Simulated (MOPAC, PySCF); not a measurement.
CH6OSi, SMILES `OC[SiH3]` (H–O–C–Si torsion 59°), neutral singlet in the gas phase. 

Cartesian coordinates (Å):
SMILES: OC[SiH3]
```xyz
9

O     -1.6302     0.6175     0.2523
C     -0.7373    -0.3037    -0.3599
Si     1.0756     0.0880     0.0159
H     -1.4950     0.5879     1.2027
H     -0.9099    -0.2278    -1.4368
H     -0.9731    -1.3412    -0.0836
H      1.9686    -0.9597    -0.5506
H      1.2495     0.1242     1.4960
H      1.4518     1.4146    -0.5361
```
Charge 0, multiplicity 1.

All levels are single points at this geometry (PBE0-D3(BJ)/def2-TZVP); Pople sets use spherical d functions. Orbital energies aren't observables, and empty levels follow the basis.

M06-2X/6-31G* in PySCF gives dipole (D) = 1.36.

Estimate the dipole (D) from each of these levels: PBE-D3(BJ)/def2-TZVP in PySCF; PBE0-D3(BJ)/def2-TZVP in PySCF; B3LYP/6-311+G** in PySCF; B3LYP/LANL2DZ in PySCF; PBE/6-31G* in PySCF; HF/STO-3G in PySCF; AM1 in MOPAC; PM3 in MOPAC.


```json
[
 {"level": "PBE-D3(BJ)/def2-TZVP in PySCF", "dipole (D)": "1.15"},
 {"level": "PBE0-D3(BJ)/def2-TZVP in PySCF", "dipole (D)": "1.23"},
 {"level": "B3LYP/6-311+G** in PySCF", "dipole (D)": "1.45"},
 {"level": "B3LYP/LANL2DZ in PySCF", "dipole (D)": "1.79"},
 {"level": "PBE/6-31G* in PySCF", "dipole (D)": "1.18"},
 {"level": "HF/STO-3G in PySCF", "dipole (D)": "1.44"},
 {"level": "AM1 in MOPAC", "dipole (D)": "1.51"},
 {"level": "PM3 in MOPAC", "dipole (D)": "1.29"}
]
```
